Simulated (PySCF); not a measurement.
Q: Give a PBE0-D3(BJ)/def2-SVP geometry of `C#CBC#CC`.

A: 
```xyz
11
C5H5B angstrom
C      3.4062   -0.6026    0.2119
C      2.4361    0.1216    0.0637
B      1.2456    1.0466   -0.1219
C     -0.1673    0.5217   -0.1616
C     -1.3195    0.1136   -0.1954
C     -2.6821   -0.3748   -0.2416
H      4.2616   -1.2414    0.3421
H      1.4462    2.2339   -0.2401
H     -2.8789   -0.8475   -1.2174
H     -3.4127    0.4373   -0.1048
H     -2.8550   -1.1377    0.5336
```

Any rigid rotation of these coordinates is as good. Atoms count from 1 in this order. The 6 heavy atoms lie in one plane (0.001 Å rms). The 3 C–C bonds span 1.220 Å (C1≡C2, drawn triple) to 1.448 Å (C5–C6, drawn single), a spread of 0.228 Å. B3 (three-coordinate boron) is planar (angles 121.7°, 119.6° and 118.7°, sum 360.0°, 0.00 Å off the plane of its three neighbours).

Bonds between heavy atoms (Å): C1≡C2 1.220, C2–B3 1.519, B3–C4 1.508, C4≡C5 1.223, C5–C6 1.448.

Method: PBE0-D3(BJ)/def2-SVP geometry optimisation, gas phase in PySCF 2.14.0.

PBE0-D3(BJ)/def2-SVP frequencies: not computed here.
